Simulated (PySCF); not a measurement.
## InN⁻, r²SCAN: how much the basis matters

PySCF, UKS reference; doublet, unpaired electrons π ↑; De to In⁻ + N without counterpoise correction.

```json
{"basis": "def2-SVPD", "relativity": "scalar-relativistic core potentials", "functions": "52", "Re (Å)": "2.059", "ωe (cm⁻¹)": "559", "De (eV)": "2.81", "μ (D)": "-3.06"}
{"basis": "aug-cc-pVDZ-PP/aug-cc-pVDZ", "relativity": "scalar-relativistic core potentials", "functions": "55", "Re (Å)": "2.073", "ωe (cm⁻¹)": "534", "De (eV)": "2.56", "μ (D)": "-3.62"}
{"basis": "def2-TZVPPD", "relativity": "scalar-relativistic core potentials", "functions": "93", "Re (Å)": "2.044", "ωe (cm⁻¹)": "562", "De (eV)": "2.74", "μ (D)": "-3.36"}
```

(1) How does each smaller set differ from the one with most functions, def2-TZVPPD?

A positive dipole points towards N; it is taken about the centre of mass and depends on that origin. These are scalar-relativistic numbers at best; spin–orbit coupling would shift them, the dissociation energy most. For an ion De counts to the pair picked by the measured ionisation energies or electron affinities, which need not be the lowest pair at this level. The highest Kohn–Sham level is positive in some of these anions. Much of that is self-interaction error, but it also means that the finite basis helps to hold the extra electron. The state was picked by a PBE0 search and need not be the measured ground state.

Results:

(1) def2-SVPD: +1.5 pm, -0.5 % in ωe, +0.07 eV in De; aug-cc-pVDZ-PP/aug-cc-pVDZ: +2.9 pm, -5.0 % in ωe, -0.18 eV in De. All at r²SCAN; the set with most functions is neither the basis-set limit nor always the best.
